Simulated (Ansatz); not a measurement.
Relaxed structures of AlBH₃Br, closed shell (PBE0-D4/def2-TZVP; forces vanish, vibrations not checked; lower isomers may exist, and structures with a doubtful reference or unclear bonds are left out; Å). Ansatz 0.2.0; basis: def2-TZVPP; cores frozen in the correlated methods. Filled d shells of the heavier atoms are correlated. The def2 sets are not built for correlating such inner shells, so the correlated values are less sure here.

Rank them by CCSD(T) energy, lowest first, and give each one's height above the lowest. Links in brackets join atoms within 1.22 times the sum of their covalent radii (1.1 for two metals). (To be estimated.)
A.
AlBH₃Br ([BH2][AlH][Br])
```
6
angstrom
B -0.7291 0.2739 -0.8795
Al 0.5168 0.0124 0.8051
Br 1.6652 -1.9483 0.8327
H -1.8664 -0.1029 -0.8977
H -0.3386 0.7802 -1.8929
H 0.7521 0.9846 2.0324
```
B.
AlBH₃Br ([AlH2][BH][Br])
```
6
angstrom
B 0.5164 0.0057 0.8004
Al -0.7345 0.2721 -0.8876
Br 1.4784 -1.6573 0.8003
H -2.2310 -0.2647 -0.8690
H -0.1587 0.9299 -2.2156
H 0.7470 0.6835 1.7558
```
C.
AlBH₃Br ([BH3][Al][Br])
```
6
angstrom
B -0.2358 0.7638 0.4030
Al 1.1407 -0.7780 0.6934
Br 2.6387 -2.4477 0.9965
H -1.2654 0.1668 0.6077
H 0.0167 1.0485 -0.7435
H 0.1320 1.5363 1.2551
```

The calculation gives: C (0.00 kcal/mol), A (9.32 kcal/mol), B (27.59 kcal/mol). Heights count from the lowest.

No T1 diagnostic of these runs exceeds 0.012.

For scale, one of the runs: CCSD(T)/def2-TZVPP, 163 basis functions, launched by `ansatz run in.yaml --threads 2 --pin off --events-out ev --progress --plain --max-ram 4352MiB`. Hardware: 2 CPU threads of an Arm Neoverse V2, shared host. Wall time 28 s; peak host memory 1.2 GiB.
